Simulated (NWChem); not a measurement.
System: SnSe, singlet; SMILES [Sn]=[Se]

Here is an NWChem input.

```
start job
memory heap 200 mb stack 900 mb global 1100 mb
geometry units angstroms noautoz
  Sn     0.000000     0.000000    -0.946365
  Se     0.000000     0.000000     1.391610
end
basis spherical
  Sn library def2-svp
  Se library def2-svp
end
ecp
  Sn library def2-ecp
end
dft
  xc mn15
  iterations 150
  mulliken
end
task dft energy
```

Parts of the log:

```
             Northwest Computational Chemistry Package (NWChem) 7.3.0
             --------------------------------------------------------

 ORDER OF PRIMARY AXIS IS BEING SET TO 4
 C4V symmetry detected

                             Geometry "geometry" -> ""
                             -------------------------

 Output coordinates in angstroms (scale by  1.889725989 to convert to a.u.)

  No.       Tag          Charge          X              Y              Z
 ---- ---------------- ---------- -------------- -------------- --------------
    1 Sn                  50.0000     0.00000000     0.00000000    -0.94632321
    2 Se                  34.0000     0.00000000     0.00000000     1.39165179

 Effective nuclear repulsion energy (a.u.)     384.7779909107

      Symmetry information
      --------------------

 Group name             C4v
 Group number             18
 Group order               8
 No. of unique centers     2

                                 NWChem DFT Module
                                 -----------------

 Summary of "ao basis" -> "ao basis" (spherical)
 ------------------------------------------------------------------------------
       Tag                 Description            Shells   Functions and Types
 ---------------- ------------------------------  ------  ---------------------
 Sn                         def2-svp                10       26   4s4p2d
 Se                         def2-svp                12       32   5s4p3d

      Symmetry analysis of basis
      --------------------------

        a1         22
        a2          0
        b1          5
        b2          5
        e          26

            General Information
            -------------------
          SCF calculation type: DFT
          Wavefunction type:  closed shell.
          No. of atoms     :     2
          No. of electrons :    56
           Alpha electrons :    28
            Beta electrons :    28
          Charge           :     0
          Spin multiplicity:     1
          Use of symmetry is: on ; symmetry adaption is: on
          Maximum number of iterations: 150
          AO basis - number of functions:    58
                     number of shells:    22
          Convergence on energy requested:  1.00D-06
          Convergence on density requested:  1.00D-05
          Convergence on gradient requested:  5.00D-04

              XC Information
              --------------
                         MN15 Method XC Functional
                     Hartree-Fock (Exact) Exchange  0.440
                          MN15 Exchange Functional  1.000
                        MN15 Correlation Potential  1.000

             Grid Information
             ----------------
          Grid used for XC integration:  medium
          Radial quadrature: Mura-Knowles
          Angular quadrature: Lebedev.
          Tag              B.-S. Rad. Rad. Pts. Rad. Cut. Ang. Pts.
          ---              ---------- --------- --------- ---------
          Sn                  1.45      123           8.0       590
          Se                  1.15      112          10.0       590
          Grid pruning is: on
          Number of quadrature shells:   235
          Spatial weights used:  Erf1

      Superposition of Atomic Density Guess
      -------------------------------------

 Sum of atomic energies:       -2648.60752826

      Non-variational initial energy
      ------------------------------

 Total energy =   -2612.930022
 1-e energy   =   -4057.112296
 2-e energy   =    1274.879958
 HOMO         =      -0.267112
 LUMO         =      -0.045207

      Symmetry analysis of molecular orbitals - initial
      -------------------------------------------------

 !! scf_movecs_sym_adapt:   10 vectors were symmetry contaminated

  Symmetry fudging

 !! scf_movecs_sym_adapt:   10 vectors were symmetry contaminated

  Numbering of irreducible representations:

     1 a1          2 a2          3 b1          4 b2          5 e

  Orbital symmetries:

     1 a1          2 a1          3 a1          4 e           5 e
     6 a1          7 a1          8 e           9 e          10 a1
    11 a1         12 e          13 e          14 a1         15 e
    16 e          17 b2         18 b1         19 a1         20 e
    21 e          22 b2         23 b1         24 a1         25 a1
    26 e          27 e          28 a1         29 e          30 e
    31 a1         32 a1         33 a1         34 e          35 e
    36 a1         37 e          38 e

     ---------------------------------------------
      Total Density - Mulliken Population Analysis
     ---------------------------------------------

    Atom       Charge   Shell Charges
 -----------   ------   -------------------------------------------------------
    1 Sn  22    20.98   1.60  0.43  1.20  0.71  3.27  2.72  0.58  0.41  9.77  0.29
    2 Se  34    35.02   2.00  2.00  2.00  1.37  0.56  6.00  5.98  2.12  2.97  8.20  1.75  0.07

   convergence    iter        energy       DeltaE   RMS-Dens  Diis-err
 ---------------- ----- ----------------- --------- --------- ---------
 d= 0,ls=0.0,diis     1  -2615.3417440633 -2.78D+03  3.85D-02  8.97D-01
 d= 0,ls=0.0,diis     2  -2614.8463530191  4.95D-01  3.19D-02  3.21D+00
 d= 0,ls=0.0,diis     3  -2615.4151955541 -5.69D-01  7.42D-03  1.40D-01
 d= 0,ls=0.0,diis     4  -2615.4427378981 -2.75D-02  7.67D-04  2.33D-03
 d= 0,ls=0.0,diis     5  -2615.4430624404 -3.25D-04  1.69D-04  8.87D-05
  Resetting Diis
 d= 0,ls=0.0,diis     6  -2615.4430804323 -1.80D-05  5.15D-05  3.22D-06
 d= 0,ls=0.0,diis     7  -2615.4430810274 -5.95D-07  1.30D-05  1.46D-07
 d= 0,ls=0.0,diis     8  -2615.4430810275 -1.24D-10  9.76D-06  1.60D-07

         Total DFT energy =    -2615.443081027498
      One electron energy =    -4056.856699720055
           Coulomb energy =     1377.049922347799
    Exchange-Corr. energy =     -104.938619655957
 Nuclear repulsion energy =      169.302316000716

 Numeric. integr. density =       55.999999967009

                  Occupations of the irreducible representations
                  ----------------------------------------------

                     irrep           alpha         beta
                     --------     --------     --------
                     a1               12.0         12.0
                     a2                0.0          0.0
                     b1                2.0          2.0
                     b2                2.0          2.0
                     e                12.0         12.0

                       DFT Final Molecular Orbital Analysis
                       ------------------------------------

 Vector   26  Occ=2.000000D+00  E=-2.850689D-01  Symmetry=a1
              MO Center=  2.2D-16, -4.4D-15,  1.2D-01, r^2= 4.2D+00
   Bfn.  Coefficient  Atom+Function         Bfn.  Coefficient  Atom+Function
  ----- ------------  ---------------      ----- ------------  ---------------
    40     -0.410675  2 Se pz                13      0.390362  1 Sn pz
    43     -0.390256  2 Se pz                37      0.263928  2 Se pz
     4     -0.255003  1 Sn s                  3     -0.243746  1 Sn s
    16      0.195972  1 Sn pz                31     -0.149688  2 Se s
    10     -0.134172  1 Sn pz                 7     -0.126455  1 Sn pz

 Vector   27  Occ=2.000000D+00  E=-2.764880D-01  Symmetry=e
              MO Center= -5.7D-16, -2.7D-16,  8.5D-01, r^2= 2.7D+00
   Bfn.  Coefficient  Atom+Function         Bfn.  Coefficient  Atom+Function
  ----- ------------  ---------------      ----- ------------  ---------------
    41      0.486689  2 Se px                38      0.433828  2 Se px
    35     -0.281307  2 Se px                11      0.245791  1 Sn px
    14      0.198759  1 Sn px                42      0.096850  2 Se py
    32      0.091575  2 Se px                39      0.086331  2 Se py
     8     -0.084552  1 Sn px                 5     -0.080003  1 Sn px

 Vector   28  Occ=2.000000D+00  E=-2.764880D-01  Symmetry=e
              MO Center= -6.9D-15,  4.4D-15,  8.5D-01, r^2= 2.7D+00
   Bfn.  Coefficient  Atom+Function         Bfn.  Coefficient  Atom+Function
  ----- ------------  ---------------      ----- ------------  ---------------
    42      0.486689  2 Se py                39      0.433828  2 Se py
    36     -0.281307  2 Se py                12      0.245791  1 Sn py
    15      0.198759  1 Sn py                41     -0.096850  2 Se px
    33      0.091575  2 Se py                38     -0.086331  2 Se px
     9     -0.084552  1 Sn py                 6     -0.080003  1 Sn py

 Vector   29  Occ=0.000000D+00  E=-7.655136D-02  Symmetry=e
              MO Center= -8.0D-15, -2.3D-14, -5.0D-01, r^2= 4.3D+00
   Bfn.  Coefficient  Atom+Function         Bfn.  Coefficient  Atom+Function
  ----- ------------  ---------------      ----- ------------  ---------------
    14      0.585692  1 Sn px                11      0.489853  1 Sn px
    41     -0.428226  2 Se px                38     -0.260719  2 Se px
    35      0.171448  2 Se px                 8     -0.159454  1 Sn px
     5     -0.149797  1 Sn px                15     -0.067516  1 Sn py
    12     -0.056468  1 Sn py                32     -0.055683  2 Se px

 Vector   30  Occ=0.000000D+00  E=-7.655136D-02  Symmetry=e
              MO Center= -6.0D-17,  3.4D-16, -5.0D-01, r^2= 4.3D+00
   Bfn.  Coefficient  Atom+Function         Bfn.  Coefficient  Atom+Function
  ----- ------------  ---------------      ----- ------------  ---------------
    15      0.585692  1 Sn py                12      0.489853  1 Sn py
    42     -0.428226  2 Se py                39     -0.260719  2 Se py
    36      0.171448  2 Se py                 9     -0.159454  1 Sn py
     6     -0.149797  1 Sn py                14      0.067516  1 Sn px
    11      0.056468  1 Sn px                33     -0.055683  2 Se py

 Vector   31  Occ=0.000000D+00  E= 4.005827D-02  Symmetry=a1
              MO Center= -1.4D-15,  8.1D-15, -8.1D-01, r^2= 5.7D+00
   Bfn.  Coefficient  Atom+Function         Bfn.  Coefficient  Atom+Function
  ----- ------------  ---------------      ----- ------------  ---------------
    16      1.225965  1 Sn pz                31     -0.803463  2 Se s
    43      0.775630  2 Se pz                 4      0.570816  1 Sn s
     3      0.296738  1 Sn s                 13      0.277964  1 Sn pz
    30     -0.264640  2 Se s                 40      0.234007  2 Se pz
    29      0.192908  2 Se s                 37     -0.163415  2 Se pz

     ---------------------------------------------
      Total Density - Mulliken Population Analysis
     ---------------------------------------------

    Atom       Charge   Shell Charges
 -----------   ------   -------------------------------------------------------
    1 Sn  22    21.75   1.59  0.43  1.37  0.54  3.26  2.71  1.07  0.69  9.68  0.41
    2 Se  34    34.25   2.00  2.00  1.98  1.41  0.52  6.00  5.96  1.97  2.39  8.16  1.77  0.10

     -------------------------------------------
      Total Density - Lowdin Population Analysis
     -------------------------------------------

    Atom       Charge   Shell Charges
 -----------   ------   -------------------------------------------------------
    1 Sn  22    21.86   1.19  0.79  1.06  0.77  3.02  2.79  1.14  0.94  9.42  0.74
    2 Se  34    34.14   2.00  2.00  1.95  1.09  0.72  5.99  5.79  2.06  2.49  7.82  2.04  0.19

     Multipole analysis of the density
     ---------------------------------

     L   x y z        total         alpha         beta         nuclear
     -   - - -        -----         -----         ----         -------
     0   0 0 0     -0.000000    -28.000000    -28.000000     56.000000

     1   1 0 0      0.000000      0.000000      0.000000      0.000000
     1   0 1 0      0.000000      0.000000      0.000000      0.000000
     1   0 0 1     -1.102387    -25.587275    -25.587275     50.072164

     2   2 0 0    -31.291017    -15.645509    -15.645509      0.000000
     2   1 1 0      0.000000      0.000000      0.000000      0.000000
     2   1 0 1      0.000000      0.000000      0.000000      0.000000
     2   0 2 0    -31.291017    -15.645509    -15.645509      0.000000
     2   0 1 1     -0.000000     -0.000000     -0.000000      0.000000
     2   0 0 2    -32.637543   -169.069668   -169.069668    305.501793
```

Level: MN15/def2-SVP with def2 effective core potentials on Sn. Low-valent species are run as closed-shell singlets; no triplet was tried in these runs. Coordinates come from a PBE0/def2-SVP optimisation. def2 effective core potentials on Sn; no spin-orbit coupling.
